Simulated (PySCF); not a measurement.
**Levels of Sm³³⁺ from EOM-EA-GCCSD**

Reference: closed-shell Sm³⁴⁺, [Ar] 3d10; one electron is added. Calculated with PySCF 2.14, two-component X2C-1e with screened spin-orbit coupling, an uncontracted even-tempered set (18 s from 2.1 bohr⁻², ratio 2.6; 15 p from 2.8 bohr⁻², ratio 2.6; 10 d from 2.8 bohr⁻², ratio 2.6; 6 f from 2.8 bohr⁻², ratio 2.8); frozen [Ar]; the 98 highest virtual spinors dropped; of the others 70 kept and the rest restored at second order. No Breit or QED terms. Binding energies in eV.

| level | Koopmans |
| --- | --- |
| 4s1/2 | 1379.7 |
| 4p1/2 | 1308.8 |
| 4p3/2 | 1268.2 |

How does correlation move these levels?

4s1/2: second order 1381.0, EOM-CCSD 1381.0; 4p1/2: second order 1310.1, EOM-CCSD 1310.1; 4p3/2: second order 1269.4, EOM-CCSD 1269.4.

For comparison, the ionisation energy of Sm³³⁺ is 1381.56 ± 0.21 eV (semi-empirical (NIST evaluation); NIST Atomic Spectra Database, ionization energies).
